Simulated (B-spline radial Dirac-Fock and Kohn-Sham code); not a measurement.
# Dipole and non-dipole photoemission parameters of Tc³⁺ 4p3/2

System: technetium as Tc³⁺, configuration [Kr] 4d4; threshold 81.44 eV (orbital energy of the model). Calculated with a radial atomic solver, using Dirac-Hartree-Slater photoionisation with a Latter tail; cross sections with all multipoles, angular parameters from the dipole term and its interference with E2.

```csv
hν (eV),σ (kb),β,γ,δ
100,362,-0.341,0.221,-0.038
106,341,-0.348,0.114,-0.021
150,289,0.321,-0.045,0.033
197,247,0.836,0.101,0.029
209,237,0.921,0.128,0.026
377,130,1.452,0.160,0.004
378,130,1.453,0.159,0.004
432,109,1.519,0.127,0.002
590,70.0,1.622,0.041,0.000
674,56.8,1.651,0.010,0.000
726,50.3,1.663,-0.003,0.000
800,42.8,1.676,-0.017,0.000
833,39.9,1.680,-0.020,0.000
1000,28.9,1.693,-0.025,0.001
1070,25.6,1.695,-0.021,0.001
1253.6,19.0,1.694,0.001,0.002
1760,9.63,1.671,0.110,0.005
2000,7.33,1.655,0.172,0.006
3150,2.60,1.571,0.470,0.015
3370,2.20,1.555,0.523,0.017
4000,1.44,1.511,0.667,0.024
4280,1.21,1.492,0.726,0.027
4890,0.857,1.452,0.846,0.034
5414.7,?,?,?,?
7360,0.281,1.310,1.230,0.066
9260,0.145,1.218,1.446,0.092
13300,0.0490,1.058,1.768,0.149
```

Task: Give the values at Cr Kα (5414.7 eV).

Result: σ = 0.654 kb, β = 1.419, γ = 0.940, δ = 0.041.
